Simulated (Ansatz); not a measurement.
Program: Ansatz. Geometries: PBE0-D4/def2-TZVP. ΔE: electronic, gas phase. CBS: MP2 limit from def2 TZ/QZ plus the TZ coupled-cluster correction, frozen cores. This one scheme is used for every species. DFT in def2-TZVPP. For Br outer-core shells are correlated without core-valence functions, which leaves a few kJ/mol of doubt a bond. Scalar relativity is left out up to krypton. One conformer a species, not always the lowest.

Reaction (ligand exchange at the Al–Cl bond): `C[CH2][Al]([F])[Cl]` + HBr → `C[CH2][Al]([F])[Br]` + HCl

```csv
level,ΔE (kJ/mol)
r2SCAN-D4,1.4
HF/CBS(def2),1.2
```

(1) What does CCSD(T)/CBS give? (Best estimate.)

Largest T1 diagnostic among the species: 0.010.

Results:

(1) Ansatz gave: -1.2 kJ/mol. The listed levels differ from it by 2.6, 2.4 kJ/mol.

Leaving LDA and LC-ωPBE aside and taking each functional with its dispersion term where it has one, the values, not all of them listed here, spread over 6.4 kJ/mol, from PBE-QIDH to B97M-V. At CCSD(T), def2-SVP lies +5.7 kJ/mol from the extrapolated value and def2-TZVPP +1.0 kJ/mol.

CCSD(T)/CBS has its own doubt, a few kJ/mol and more with outer-core shells, so smaller differences from it don't rank the levels.
